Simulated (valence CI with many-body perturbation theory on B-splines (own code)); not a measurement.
**Mo⁸⁺: electric-dipole lines**

Calculated by relativistic CI+MBPT: six valence electrons over a frozen Dirac-Fock core [Ar] 3d10, radial functions for each j: 9 s, 9 p, 8 d, 6 f, 3 g, 1 h, with the one-electron correlation potential Σ1, the two-electron term Σ2, the three-electron term Σ3, Breit, model QED; selected CI, second order for the rest, scaled by the run's own slope (own B-spline code, finite nucleus).

No measured levels were compared; by estimate levels hold to about 250 cm⁻¹ or 0.2 % of their energy and the worst to 1 %, as in measured heavy ions of charge 2 to 7; those with d or f electrons hold less well. Among the levels kept, up to 890 cm⁻¹ of a level comes from second order outside the variational space, and about a tenth of that is noise between levels of different J, which matters for small intervals.

Lines 1 to 50 of 65 in falling wavelength, among levels below 49.228 eV, chosen from the strongest by gf and those to the six lowest levels. Wavelengths and rates use the calculated energies, so an error of 600 cm⁻¹ moves a line at 57.87 nm by 0.35 % and its rate by three times that or more. Electric multipoles are in the length gauge, E1 and E2 with the static RPA response of the core. Weak lines are less certain than strong ones. Lines between different terms over intervals too small for the method are left out, as are lines whose strength nearly cancels. The highest levels of a list are the least certain.

Names give the largest LS component (configuration and term), which can be under half, so a name can repeat, a term be missing and a line seem to break the LS rules; names also repeat where a configuration has a term twice. Letters in brackets count levels of one name in rising energy.

| λ vac (nm) | Upper | Lower | A (s⁻¹) | S (a.u.) with core polarisation | S without |
| --- | --- | --- | --- | --- | --- |
| 57.87 | 4s4p⁵ ³P°_1 | 4s²4p⁴ ¹S_0 | 5.19e+07 | 1.49e-02 | 1.65e-02 |
| 50.73 | 4s4p⁵ ³P°_2 | 4s²4p⁴ ¹D_2 | 2.19e+08 | 7.07e-02 | 7.87e-02 |
| 47.59 | 4s4p⁵ ³P°_1 | 4s²4p⁴ ¹D_2 | 4.52e+07 | 7.22e-03 | 7.96e-03 |
| 47.10 | 4s4p⁵ ³P°_2 | 4s²4p⁴ ³P_1 | 7.47e+08 | 1.93e-01 | 2.14e-01 |
| 44.94 | 4s4p⁵ ¹P°_1 | 4s²4p⁴ ¹S_0 | 4.74e+08 | 6.36e-02 | 7.13e-02 |
| 44.38 | 4s4p⁵ ³P°_1 | 4s²4p⁴ ³P_1 | 8.13e+08 | 1.05e-01 | 1.17e-01 |
| 43.62 | 4s4p⁵ ³P°_1 | 4s²4p⁴ ³P_0 | 1.05e+09 | 1.29e-01 | 1.44e-01 |
| 42.94 | 4s4p⁵ ³P°_2 | 4s²4p⁴ ³P_2 | 2.45e+09 | 4.79e-01 | 5.31e-01 |
| 42.42 | 4s4p⁵ ³P°_0 | 4s²4p⁴ ³P_1 | 3.74e+09 | 1.41e-01 | 1.56e-01 |
| 40.67 | 4s4p⁵ ³P°_1 | 4s²4p⁴ ³P_2 | 2.14e+09 | 2.14e-01 | 2.37e-01 |
| 39.86 | 4s²4p³4d ⁵D°_1 | 4s²4p⁴ ¹S_0 | 3.33e+05 | 3.12e-05 | 3.36e-05 |
| 38.49 | 4s4p⁵ ¹P°_1 | 4s²4p⁴ ¹D_2 | 8.67e+09 | 7.32e-01 | 8.12e-01 |
| 36.46 | 4s²4p³4d ³D°_1 [a] | 4s²4p⁴ ¹S_0 | 3.92e+06 | 2.82e-04 | 3.07e-04 |
| 36.36 | 4s4p⁵ ¹P°_1 | 4s²4p⁴ ³P_1 | 7.80e+07 | 5.55e-03 | 6.13e-03 |
| 35.85 | 4s4p⁵ ¹P°_1 | 4s²4p⁴ ³P_0 | 2.89e+06 | 1.97e-04 | 2.34e-04 |
| 34.73 | 4s²4p³4d ⁵D°_2 | 4s²4p⁴ ¹D_2 | 5.17e+06 | 5.34e-04 | 5.72e-04 |
| 34.72 | 4s²4p³4d ⁵D°_3 | 4s²4p⁴ ¹D_2 | 2.33e+06 | 3.36e-04 | 3.60e-04 |
| 34.70 | 4s²4p³4d ⁵D°_1 | 4s²4p⁴ ¹D_2 | 8.45e+06 | 5.23e-04 | 5.84e-04 |
| 33.83 | 4s4p⁵ ¹P°_1 | 4s²4p⁴ ³P_2 | 8.42e+08 | 4.83e-02 | 5.33e-02 |
| 33.20 | 4s²4p³4d ³D°_2 [a] | 4s²4p⁴ ¹D_2 | 3.00e+07 | 2.71e-03 | 2.98e-03 |
| 33.03 | 4s²4p³4d ⁵D°_0 | 4s²4p⁴ ³P_1 | 4.37e+08 | 7.78e-03 | 8.43e-03 |
| 32.99 | 4s²4p³4d ⁵D°_2 | 4s²4p⁴ ³P_1 | 1.94e+04 | 1.72e-06 | 3.76e-06 |
| 32.96 | 4s²4p³4d ⁵D°_1 | 4s²4p⁴ ³P_1 | 1.37e+08 | 7.24e-03 | 7.80e-03 |
| 32.54 | 4s²4p³4d ⁵D°_1 | 4s²4p⁴ ³P_0 | 5.61e+07 | 2.86e-03 | 3.13e-03 |
| 32.53 | 4s²4p³4d ³D°_1 [b] | 4s²4p⁴ ¹S_0 | 1.40e+08 | 7.11e-03 | 7.71e-03 |
| 32.29 | 4s²4p³4d ³D°_3 | 4s²4p⁴ ¹D_2 | 3.42e+05 | 3.98e-05 | 4.59e-05 |
| 32.10 | 4s²4p³4d ³D°_1 [a] | 4s²4p⁴ ¹D_2 | 7.01e+05 | 3.43e-05 | 3.89e-05 |
| 31.82 | 4s²4p³4d ³F°_2 [a] | 4s²4p⁴ ¹D_2 | 4.50e+04 | 3.58e-06 | 3.49e-06 |
| 31.70 | 4s²4p³4d ³P°_1 | 4s²4p⁴ ¹S_0 | 2.81e+07 | 1.33e-03 | 1.51e-03 |
| 31.60 | 4s²4p³4d ³D°_2 [a] | 4s²4p⁴ ³P_1 | 5.58e+06 | 4.34e-04 | 5.06e-04 |
| 31.48 | 4s²4p³4d ³F°_3 [a] | 4s²4p⁴ ¹D_2 | 3.81e+07 | 4.11e-03 | 4.36e-03 |
| 30.90 | 4s²4p³4d ⁵D°_2 | 4s²4p⁴ ³P_2 | 4.09e+08 | 2.97e-02 | 3.20e-02 |
| 30.89 | 4s²4p³4d ⁵D°_3 | 4s²4p⁴ ³P_2 | 2.08e+08 | 2.11e-02 | 2.25e-02 |
| 30.87 | 4s²4p³4d ⁵D°_1 | 4s²4p⁴ ³P_2 | 4.73e+08 | 2.06e-02 | 2.22e-02 |
| 30.63 | 4s²4p³4d ³G°_3 | 4s²4p⁴ ¹D_2 | 1.81e+08 | 1.79e-02 | 1.91e-02 |
| 30.60 | 4s²4p³4d ³D°_1 [a] | 4s²4p⁴ ³P_1 | 7.85e+07 | 3.33e-03 | 3.53e-03 |
| 30.35 | 4s²4p³4d ³F°_2 [a] | 4s²4p⁴ ³P_1 | 2.42e+05 | 1.67e-05 | 2.45e-05 |
| 30.24 | 4s²4p³4d ³D°_1 [a] | 4s²4p⁴ ³P_0 | 4.21e+07 | 1.73e-03 | 1.78e-03 |
| 30.21 | 4s²4p³4d ¹S°_0 | 4s²4p⁴ ³P_1 | 6.13e+07 | 8.34e-04 | 9.06e-04 |
| 29.68 | 4s²4p³4d ³D°_2 [a] | 4s²4p⁴ ³P_2 | 4.56e+08 | 2.94e-02 | 3.15e-02 |
| 29.01 | 4s²4p³4d ³D°_1 [b] | 4s²4p⁴ ¹D_2 | 1.13e+09 | 4.09e-02 | 4.46e-02 |
| 28.95 | 4s²4p³4d ³D°_3 | 4s²4p⁴ ³P_2 | 4.37e+07 | 3.66e-03 | 3.84e-03 |
| 28.90 | 4s²4p³4d ¹D°_2 | 4s²4p⁴ ¹D_2 | 7.56e+08 | 4.50e-02 | 4.86e-02 |
| 28.79 | 4s²4p³4d ³D°_1 [a] | 4s²4p⁴ ³P_2 | 2.13e+08 | 7.53e-03 | 8.10e-03 |
| 28.57 | 4s²4p³4d ³F°_2 [a] | 4s²4p⁴ ³P_2 | 3.48e+08 | 2.00e-02 | 2.15e-02 |
| 28.34 | 4s²4p³4d ³P°_1 | 4s²4p⁴ ¹D_2 | 2.40e+09 | 8.11e-02 | 8.80e-02 |
| 28.29 | 4s²4p³4d ³F°_3 [a] | 4s²4p⁴ ³P_2 | 1.66e+08 | 1.30e-02 | 1.38e-02 |
| 27.99 | 4s²4p³4d ³D°_2 [b] | 4s²4p⁴ ¹D_2 | 2.71e+06 | 1.47e-04 | 1.75e-04 |
| 27.81 | 4s²4p³4d ³F°_3 [b] | 4s²4p⁴ ¹D_2 | 1.08e+09 | 8.05e-02 | 8.58e-02 |
| 27.78 | 4s²4p³4d ³D°_1 [b] | 4s²4p⁴ ³P_1 | 1.31e+08 | 4.16e-03 | 4.42e-03 |
